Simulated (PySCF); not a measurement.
Bonds (- single, = double, # triple, : aromatic): C1-C2, C2#C3, C3-Si4, Si4-C5, C5=C6, C6-Si7, Si7-Cl8, Si7-O9, O9-C10. C1 carries H11, H12, H13; Si4 carries H14, H15; C5 carries H16; C6 carries H17; Si7 carries H18; C10 carries H19, H20, H21. Stereochemistry as in CC#C[SiH2]/C=C/[Si@@H](Cl)OC. H15 is pro-R; H14 is pro-S.

All values are calculated (PySCF 2.14.0 with density-fitted response routines): NMR shieldings at PBE0/pcSseg-1/GIAO, geometry from GFN2-xTB. Single conformer, in vacuum, averaged over atoms made equivalent by symmetry, fast rotation or ring inversion, relativity neglected.

Chemical shifts δ = σref − σ; ¹³C (σ = 186.93 ppm), ¹H (σ = 31.72 ppm), ²⁹Si (σ = 349.16 ppm) against TMS; HCl for ³⁵Cl (σ = 949.78 ppm); ¹⁷O (σ = 336.08 ppm) against H2O, all at this level.

| atoms | nucleus | count | δ (ppm) |
| --- | --- | --- | --- |
| Si4 | ²⁹Si | 1 | -68.5 |
| H17 | ¹H | 1 | 7.02 |
| H19/H20/H21 | ¹H | 3 | ? |
| C1 | ¹³C | 1 | ? |
| C2 | ¹³C | 1 | ? |
| Cl8 | ³⁵Cl | 1 | 46 |
| H16 | ¹H | 1 | 6.95 |
| H18 | ¹H | 1 | 5.47 |
| C6 | ¹³C | 1 | ? |
| H14 | ¹H | 1 | 4.51 |
| H11/H12/H13 | ¹H | 3 | 2.07 |
| H15 | ¹H | 1 | 4.74 |
| Si7 | ²⁹Si | 1 | -21.2 |
| C10 | ¹³C | 1 | ? |
| C3 | ¹³C | 1 | 80.8 |
| O9 | ¹⁷O | 1 | 35.1 |
| C5 | ¹³C | 1 | 157.8 |

Q: Estimate the values marked ?.

A: 
- C6: 159.4 ppm, alkene CH; the olefinic region
- C2: 115.4 ppm, alkyne carbon
- C10: 52.4 ppm, methyl carbon bonded to O; deshielded by the electronegative neighbour
- C1: 6.2 ppm, propargylic methyl carbon; saturated and bonded to C and H only
- H19/H20/H21: 3.90 ppm, hydrogen on a methyl carbon bonded to O; its carbon carries O, which withdraws density

Shifts are as computed. Against solution values, carbons near 30 ppm lie about +3 ppm off and those near 130 ppm about +5 ppm. Of 1211 compounds with measured shifts, 218 miss one by over three times the rms of a fit or turn the order of signals round; such compounds aren't used in these exercises. Experimental scales use liquid or dissolved standards, which lie at an offset from isolated H2O (liquid H2O: subtract about 36 ppm).
